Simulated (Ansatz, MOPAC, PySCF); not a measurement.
Potential energy curve for BeH (cation, charge +1), singlet.

- RKS-B3LYP/3-21G = restricted B3LYP/3-21G (PySCF 2.14.0)
- UKS-B3LYP/3-21G = unrestricted B3LYP/3-21G (PySCF)
- PM7, restricted, heats of formation (MOPAC)
- FCI = full CI/cc-pVTZ, frozen core in Ansatz (a first-principles code)

Energies relative to the lowest point of each curve near equilibrium, in kJ/mol; the last columns give the difference from FCI:

```csv
R / Å,RKS-B3LYP/3-21G,UKS-B3LYP/3-21G,PM7,FCI,RKS-B3LYP/3-21G − FCI,UKS-B3LYP/3-21G − FCI,PM7 − FCI
1.07,79.5,79.5,96.0,70.7,8.8,8.8,25.3
1.13,42.8,42.8,48.3,36.8,6.1,6.1,11.5
1.21,13.7,13.7,12.2,10.6,3.1,3.1,1.6
1.24,7.4,7.4,5.2,5.3,2.2,2.2,0.0
1.29,1.4,1.4,0.0,0.6,0.8,0.8,-0.6
1.33,0.0,0.0,0.7,0.0,0.0,0.0,0.7
1.38,1.8,1.8,6.5,2.6,-0.8,-0.8,3.9
1.41,4.4,4.4,12.1,5.5,-1.2,-1.2,6.6
1.43,6.7,6.7,16.7,8.0,-1.4,-1.4,8.7
1.54,25.6,25.6,50.2,27.4,-1.8,-1.8,22.8
1.65,51.6,51.6,92.6,52.9,-1.2,-1.2,39.7
1.79,89.3,89.3,151.2,88.8,0.5,0.5,62.4
1.99,144.2,144.2,232.9,139.3,5.0,5.0,93.7
2.19,195.1,188.8,305.1,183.2,11.9,5.6,121.9
2.38,237.7,218.1,362.7,216.8,20.9,1.3,145.9
2.66,289.6,245.6,428.9,252.3,37.3,-6.7,176.6
2.88,322.0,259.5,467.8,270.4,51.6,-10.9,197.4
3.24,361.3,274.6,512.6,287.1,74.2,-12.6,225.4
3.62,388.1,284.1,542.0,294.7,93.4,-10.6,247.3
3.98,403.6,289.3,559.2,297.6,106.0,-8.2,261.6
4.68,417.0,293.1,576.5,299.3,117.6,-6.2,277.2
5.23,419.5,293.1,582.6,299.7,119.8,-6.7,282.9
```

RKS-B3LYP/3-21G is furthest from FCI at 5.23 (119.8 kJ/mol, above); its mean absolute difference over the points is 30.3 kJ/mol.

UKS-B3LYP/3-21G is furthest from FCI at 3.24 (-12.6 kJ/mol, below); its mean absolute difference over the points is 4.6 kJ/mol.

PM7 is furthest from FCI at 5.23 (282.9 kJ/mol, above); its mean absolute difference over the points is 100.6 kJ/mol.

The restricted form behind RKS-B3LYP/3-21G, PM7 keeps the bonding electrons paired and can't separate into open-shell fragments. The unrestricted determinant behind UKS-B3LYP/3-21G is spin-contaminated at 2.19 to 5.23 Å (<S²> up to 0.9, against 0.00 for a pure singlet).
